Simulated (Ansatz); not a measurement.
`[CH3][Al]([CH3])[NH2]`, relaxed with RKS PBE0-D4/def2-TZVP in Ansatz from a PBE-D4/def2-SVP geometry. The force threshold is 0.005 eV/Å; the program also tests the step.

Charge 0, multiplicity 1.

Start:

```xyz
12

C     1.147    1.390   -0.587
Al   -0.139    0.066    0.096
C     0.018   -1.869   -0.251
N    -1.516    0.635    1.089
H     0.874    2.441   -0.359
H     2.159    1.209   -0.164
H     1.254    1.304   -1.691
H    -0.851   -2.261   -0.823
H     0.065   -2.455    0.691
H     0.931   -2.109   -0.835
H    -2.237    0.039    1.501
H    -1.704    1.611    1.332
```

| step | energy (eV) | largest force (eV/Å) | largest move (Å) |
| --- | --- | --- | --- |
| 1 | -10287.1776 | 0.629 | 0.000 |
| 2 | -10287.2184 | 0.161 | 0.026 |
| 3 | -10287.2225 | 0.018 | 0.017 |
| 4 | -10287.2226 | 0.006 | 0.005 |
| 5 (rejected) | -10287.2226 | 0.045 | 0.009 |
| 6 | -10287.2226 | 0.002 | 0.004 |
| 7 | -10287.2226 | 0.006 | 0.010 |
| 8 | -10287.2226 | 0.010 | 0.013 |
| 9 | -10287.2227 | 0.018 | 0.029 |
| 10 | -10287.2227 | 0.024 | 0.014 |
| 11 | -10287.2228 | 0.022 | 0.013 |
| 12 | -10287.2229 | 0.026 | 0.026 |
| 13 | -10287.2230 | 0.041 | 0.033 |
| 14 | -10287.2231 | 0.048 | 0.022 |
| 15 | -10287.2233 | 0.056 | 0.034 |
| 16 | -10287.2234 | 0.063 | 0.031 |
| 17 (rejected) | -10287.2233 | 0.113 | 0.065 |
| 18 | -10287.2238 | 0.040 | 0.032 |
| 19 | -10287.2242 | 0.098 | 0.090 |
| 20 | -10287.2246 | 0.059 | 0.006 |
| 21 | -10287.2251 | 0.003 | 0.032 |
| 22 | -10287.2252 | 0.137 | 0.104 |
| 23 | -10287.2260 | 0.018 | 0.014 |
| 24 | -10287.2263 | 0.003 | 0.031 |
| 25 (rejected) | -10287.2140 | 0.524 | 0.198 |
| 26 | -10287.2266 | 0.004 | 0.029 |

End:

```xyz
12

C     1.093    1.385   -0.646
Al   -0.125    0.058    0.110
C     0.016   -1.859   -0.240
N    -1.438    0.621    1.162
H     0.814    2.410   -0.390
H     2.117    1.224   -0.291
H     1.131    1.314   -1.738
H    -0.497   -2.123   -1.172
H    -0.432   -2.463    0.554
H     1.056   -2.178   -0.355
H    -2.117    0.027    1.610
H    -1.618    1.584    1.396
```

Hardware: 4 threads of an Arm Neoverse V1 on a shared host. Wall time 58 s, peak host memory 0.41 GiB.
